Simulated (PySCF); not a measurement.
**Structure from NMR data**

Molecular formula: C3H11NO3Si2. Simulated spectra:

1H NMR (500 MHz, computed): δ 10.31 (d, 1H), 5.13 (s, 3H), 5.06 (d, 1H), 3.76 (m, 1H), 3.67 (s, 3H), 0.76 (br s, 2H).

13C{1H} NMR (computed): δ 216.6 (CH), 92.7 (CH), 64.5 (CH3).

Computed data (PySCF): NMR shieldings at PBE0/pcSseg-1/GIAO, GFN2-xTB geometry. Fast rotation and ring inversion assumed for equivalent nuclei, a single conformation, non-relativistic Hamiltonian, in vacuum.

Chemical shifts δ = σref − σ; 1H (σref 31.72) and 13C (σref 186.93) against TMS, all at this level.

Q: Deduce the structure.

A: 
Rings plus π bonds: 1 (no ring in the answer). 3 carbon signals for 3 carbons: no two carbons are equivalent. Carbon types of the structure: 2 × CH, 1 × CH3, leaving 6 H on heteroatoms. δC 216.6: aldehyde carbonyl carbon; low-lying n→π* states of the double bond to the heteroatom give a large paramagnetic term (-283 ppm). δC 92.7: sp3 CH bonded to O and Si, α to a carbonyl; the inductive effect lowers its shielding. δC 64.5: methyl carbon bonded to O; the inductive effect lowers its shielding. δH 10.31: hydrogen on an aldehyde carbonyl carbon; the formyl region, downfield of aromatic protons. δH 3.76: hydrogen on an sp3 CH bonded to O and Si, α to a carbonyl; its carbon carries O, an electronegative neighbour. δH 3.67: hydrogen on a methyl carbon bonded to O; its carbon carries O, which withdraws density. δH 0.76: hydrogen on a nitrogen bonded to Si; exchangeable; this is the value without hydrogen bonding to other molecules.

The compound is SMILES N[Si@H]([C@@H](OC)C=O)O[SiH3].

This is the structure that produced the data.

OH and NH positions are those of a molecule without intermolecular hydrogen bonds; in solution they move with solvent, concentration and temperature, and exchange usually removes their couplings. Shifts are as computed. Against solution values, carbons near 30 ppm lie about +3 ppm off and those near 130 ppm about +5 ppm. Of 1309 compounds with measured shifts, 239 miss one by over three times the rms of a fit or turn the order of signals round; such compounds aren't used in these exercises. No couplings were computed; multiplicities are counted from neighbouring protons, with m where these are inequivalent, close in shift, in a saturated or five-membered ring or joined by F or P, and br s for small geminal =CH2 splittings.
